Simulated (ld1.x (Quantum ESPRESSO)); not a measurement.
# Before and after: PAW potential for ytterbium

```json
{"Element": "ytterbium (Yb)", "Generator": "ld1.x (Quantum ESPRESSO) 7.5", "Type": "PAW", "Functional": "LDA (PZ)", "Relativity": "scalar-relativistic", "Frozen core": "[Kr] 4d10 4f14", "Valence charge": "10", "Reference configuration": "5s2 5p6 5d0 6s2 6p0", "Partial waves": "5s (bound): rcut 1.65, rcutus 1.80 bohr; 6s (bound): rcut 1.65, rcutus 1.80 bohr; 5p (bound): rcut 2.05, rcutus 2.30 bohr; 6p (bound, empty): rcut 2.05, rcutus 2.30 bohr; 5d (bound, empty): rcut 2.55, rcutus 2.80 bohr; 5d channel at 0.45 Ry: rcut 2.55, rcutus 2.80 bohr", "Local potential": "all-electron potential smoothed inside 2.55 bohr (lloc = -1)", "Core correction": "Bessel-smoothed model core inside 1.05 bohr", "Augmentation charge": "PSQ, inside the norm-conserving radii"}
```

All-electron outer shells of the reference configuration (LDA (PZ), scalar-relativistic, ld1.x):

| shell | level (eV) | outermost node (bohr) | outermost maximum (bohr) |
| --- | --- | --- | --- |
| 4d | -177.78 | 0.24 | 0.49 |
| 5s | -55.09 | 0.58 | 1.07 |
| 5p | -27.58 | 0.62 | 1.24 |
| 6s | -4.08 | 1.46 | 3.20 |
| 4f | -3.24 | – | 0.49 |
| 6p | -1.16 | 1.81 | 4.66 |
| 5d | -0.83 | 0.70 | 2.12 |

Change: functional PW91.

Cutoffs: the cutoffs (Ry, on a coarse ladder) from which the occupation-weighted sum of valence levels, in a spherical-Bessel basis at the reference potential, stays within 10 and 1 mRy of its value at 400 Ry; they do not see the model core or the augmentation charge, which bear on the density cutoff. Errors are all-electron minus pseudo energies relative to the spin-unpolarised reference configuration. Spin-polarised tests are left out, since the open f shell is frozen unpolarised in the core.

Task: What does the change do?

Result: The potential gets neither clearly harder nor softer (18 Ry and 30 Ry → 18 Ry and 30 Ry); of the 7 tests that both files solve, the error grows in 4 and shrinks in 1 by more than 15 % and 0.3 meV (median size 25.2 → 26.7 meV); the range in which the d phases agree widens (upper end 2.2 → 3.6); neither file shows a bound ghost.

| quantity | base | changed |
| --- | --- | --- |
| cutoff, loose | 18 Ry | 18 Ry |
| cutoff, tight | 30 Ry | 30 Ry |
| bound ghosts | none | none |
| error for 5s2 5p6 5d0 6s1 6p0, meV [ΔE 6.76 → 6.57 eV] | -25 | -27 |
| error for 5s2 5p6 5d0 6s0 6p0, meV [ΔE 19.22 → 18.85 eV] | -156 | -127 |
| error for 5s2 5p6 5d0 6s1.5 6p0, meV [ΔE 2.69 → 2.62 eV] | -5.2 | -6.0 |
| error for 5s2 5p6 5d0 6s0 6p2, meV [ΔE 6.32 → 6.07 eV] | -26 | -31 |
| error for 5s1 5p6 5d0 6s2 6p0, meV [ΔE 61.32 → 61.17 eV] | -963 | -966 |
| error for 5s2 5p6 5d1 6s0 6p0, meV [ΔE 9.70 → 9.48 eV] | -11 | -13 |
| error for 5s2 5p6 5d0 6s1 6p1, meV [ΔE 3.04 → 2.94 eV] | -7.2 | -8.5 |
| s: phases at 3.07 bohr within 0.05 rad from the reference energy up to (Ry; the scan ends near 5) | 4.4 | 4.4 |
| p: phases at 3.07 bohr within 0.05 rad from the reference energy up to (Ry; the scan ends near 5) | 3.7 | 3.5 |
| d: phases at 3.07 bohr within 0.05 rad from the reference energy up to (Ry; the scan ends near 5) | 2.2 | 3.6 |
| lowest overlap eigenvalue by channel | s 0.17, p 0.12, d 0.92 | s 0.17, p 0.13, d 0.93 |
